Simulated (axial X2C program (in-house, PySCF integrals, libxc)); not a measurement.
# Low determinants of WF⁺ at the PBE0 level, with spin–orbit coupling

Calculated with an in-house relativistic program for diatomic molecules. Two-component (2c) means X2C with spin–orbit coupling and atomic mean-field two-electron Coulomb and Gaunt terms. Basis: W dyall-cv3z [13s14p9d7f4g], F dyall-av3z [7s6p3d2f] (cores contracted in-house); Gaussian nuclei, density fitting, unrestricted open shells. Masses: W 183.951 u, F 18.998 u.

Search at 1.783 Å (vertical energies from the lowest determinant):

```
ΔE (eV)  state  electrons beyond evenly filled partner blocks  electrons in ±ω = 1/2, 3/2, 5/2, 7/2
   0.00  Ω = 1                              ω = -3/2, ω = 5/2                             48 23 9 2
   0.31  Ω = 3                               ω = 1/2, ω = 5/2                             47 24 9 2
   1.07  Ω = 2                              ω = -1/2, ω = 5/2                             47 24 9 2
   1.11  Ω = 2                 2 × ω = 1/2, ω = -3/2, ω = 5/2                             48 23 9 2
   1.34  Ω = 4                               ω = 3/2, ω = 5/2                             48 23 9 2
   1.45  Ω = 0                                           none                             48 24 8 2
   1.49  Ω = 0                ω = -1/2, 2 × ω = 3/2, ω = -5/2                             47 24 9 2
```

Lowest determinant, Ω = 1 (⟨Sz⟩ = 1.97, ⟨Lz⟩ = -0.97 at PBE0): Re = 1.779 Å, ωe = 795.9 cm⁻¹.

The determinant in row 2 of the search, Ω = 3 (⟨Sz⟩ = 1.97, ⟨Lz⟩ = 1.03 at PBE0), was followed along the bond at PBE0; measured from the minimum of the lowest determinant it gives:

Te = 0.313 eV (2523 cm⁻¹), Re = 1.779 Å, ωe = 795.2 cm⁻¹.

Question: Compare the bond of the determinant in row 2 with that of the lowest one.

Answer: At PBE0 its Re is the same within 0.001 Å and its force constant, which goes as ωe², is 1.00 times that of the lowest determinant. T0 ≈ Te + Δωe/2 = 2523 + (0) = 2523 cm⁻¹.

The search compares states at one distance, so a state with another bond length can lie lower; it is not exhaustive and yields mostly the lowest determinant of each block pattern, so other components and higher states of one pattern are missing. These are energies of single determinants, not of spin-adapted states; PBE0 term energies can be off by some tenths of an eV, and the functional has no current term. Open-shell Ω = 0 determinants with evenly filled partner blocks cannot be reached by this program, so the Ω shown need not be the lowest component.
